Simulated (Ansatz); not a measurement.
Cartesian coordinates (Å):
SMILES: SB(F)S
```xyz
6

F      0.0202     1.3512    -0.1364
B      0.0004     0.0256    -0.0025
S     -1.5728    -0.8578     0.1643
S      1.5461    -0.9196     0.0154
H     -2.3355     0.2466     0.0913
H      2.3415     0.1540    -0.1320
```
Charge 0, multiplicity 1.

Method: Ansatz (an electronic-structure program) with frozen-core CCSD(T)/cc-pVTZ // B3LYP-D3(BJ)/def2-TZVP.

| Quantity | Value |
|---|---|
| HF energy | -920.55314 Ha |
| MP2 correlation energy | -0.69951 Ha |

Estimate the CCSD correlation energy, the (T) correction, the total energy and the T1 diagnostic.


- CCSD correlation energy = -0.73572 Ha
- (T) correction = -0.03050 Ha
- CCSD(T) total energy = -921.31936 Ha
- T1 diagnostic = 0.013
